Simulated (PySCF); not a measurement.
H9P3Si3.
Bonds: Si1–P2, P2–Si3, Si3–P4, P4–Si5, Si5–P6, Si1–P6. Hydrogens: H7, H8 on Si1; H9 on P2; H10, H11 on Si3; H12 on P4; H13, H14 on Si5; H15 on P6.

The same species was optimised twice, with GFN2-xTB and with PBE0-D3(BJ)/def2-SVP (PySCF), and the same property calculations (PySCF, gas phase) were run on both structures.

| coordinate | GFN2-xTB | PBE0-D3(BJ)/def2-SVP | change |
| --- | --- | --- | --- |
| P4–Si5 (Å) | 2.241 | 2.263 | +0.022 |
| Si1–P2 (Å) | 2.242 | 2.264 | +0.022 |
| Si5–P6 (Å) | 2.241 | 2.262 | +0.021 |
| P2–Si3 (Å) | 2.242 | 2.263 | +0.021 |
| Si1–P6 (Å) | 2.247 | 2.266 | +0.019 |
| Si3–P4 (Å) | 2.247 | 2.265 | +0.018 |
| Si3–P4–Si5 (°) | 101.9 | 96.5 | -5.4 |
| Si1–P6–Si5 (°) | 102.0 | 96.7 | -5.3 |
| Si1–P2–Si3 (°) | 102.2 | 98.1 | -4.1 |
| P4–Si5–P6 (°) | 107.0 | 104.3 | -2.7 |
| P2–Si1–P6 (°) | 112.7 | 112.4 | -0.3 |
| P2–Si3–P4 (°) | 112.7 | 112.4 | -0.3 |

Rotational constants: A = 1109, B = 1080, C = 608.0 MHz (GFN2-xTB) against A = 1111, B = 1076, C = 620.7 MHz (PBE0-D3(BJ)/def2-SVP). Point groups within 0.08 Å: Cs and Cs. Atoms that the bonding makes alike are paired by their places after alignment.

On the GFN2-xTB structure: isotropic polarisability (au) 157.3 [CAM-B3LYP/def2-SVPD]; HOMO (eV) -8.29 [CAM-B3LYP/def2-SVPD]; LUMO (eV) 0.52 [CAM-B3LYP/def2-SVPD]; dipole (D) 1.29 [CAM-B3LYP/def2-SVPD]; HOMO (eV) -7.23 [PBE0/pcSseg-1]; LUMO (eV) -0.48 [PBE0/pcSseg-1]; dipole (D) 1.82 [PBE0/pcSseg-1]; GIAO shielding of Si1/Si3/Si5 (mean) (ppm) 403.5 [PBE0/pcSseg-1]; GIAO shielding of P2/P4/P6 (mean) (ppm) 634.7 [PBE0/pcSseg-1].

What do these properties become on the PBE0-D3(BJ)/def2-SVP structure?

```
                                    property                level  on GFN2-xTB  on PBE0-D3(BJ)/def2-SVP  change
               isotropic polarisability (au)  CAM-B3LYP/def2-SVPD        157.3                    161.1    +3.8
                                   HOMO (eV)  CAM-B3LYP/def2-SVPD        -8.29                    -8.37   -0.08
                                   LUMO (eV)  CAM-B3LYP/def2-SVPD         0.52                     0.41   -0.11
                                  dipole (D)  CAM-B3LYP/def2-SVPD         1.29                     1.20   -0.09
energy, GFN2-xTB geometry as zero (kcal/mol)  CAM-B3LYP/def2-SVPD          0.0                     -2.8    -2.8
                                   HOMO (eV)        PBE0/pcSseg-1        -7.23                    -7.33   -0.10
                                   LUMO (eV)        PBE0/pcSseg-1        -0.48                    -0.56   -0.08
                                  dipole (D)        PBE0/pcSseg-1         1.82                     1.72   -0.10
energy, GFN2-xTB geometry as zero (kcal/mol)        PBE0/pcSseg-1          0.0                     -3.5    -3.5
  GIAO shielding of Si1/Si3/Si5 (mean) (ppm)        PBE0/pcSseg-1        403.5                    391.1   -12.4
     GIAO shielding of P2/P4/P6 (mean) (ppm)        PBE0/pcSseg-1        634.7                    607.4   -27.3
```

The heavy atoms differ by 0.068 Å rms after alignment (one structure mirrored). Among bonds between heavy atoms Si1–P2, P2–Si3, P4–Si5 and Si5–P6 change most and about equally (+0.021 to +0.022 Å). Changes are differences of the printed values. Neither structure is proved a minimum here.
